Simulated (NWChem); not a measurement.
Species: SiOH cation, singlet; SMILES [OH+]=[Si]

```xyz
3

O     -0.8982    -0.0156    -0.0061
Si     0.6603     0.0115     0.0045
H     -1.8668    -0.0327    -0.0128
```
Atoms are numbered in this order, from 1.

Level: PBE0/def2-SVP (NWChem), optimised geometry, unscaled harmonic frequencies. Low-valent species are run as closed-shell singlets; no triplet was tried in these runs.

List the harmonic frequencies with IR intensities, and the thermochemistry.


| frequency (cm⁻¹) | IR intensity (km/mol) |
|---|---|
| 492 | 261.2 |
| 1125 | 128.8 |
| 3849 | 635.6 |

| Item | Result |
|---|---|
| zero-point energy | 7.8 kcal/mol |
| thermal correction to the enthalpy at 298.15 K (with zero-point energy) | 10.3 kcal/mol |
| heat capacity Cv | 7.5 cal/(mol K) |
| entropy at 298.15 K and 1 atm (symmetry number 1) | 39.1 cal/(mol K) |

Rigid rotor and harmonic oscillator.
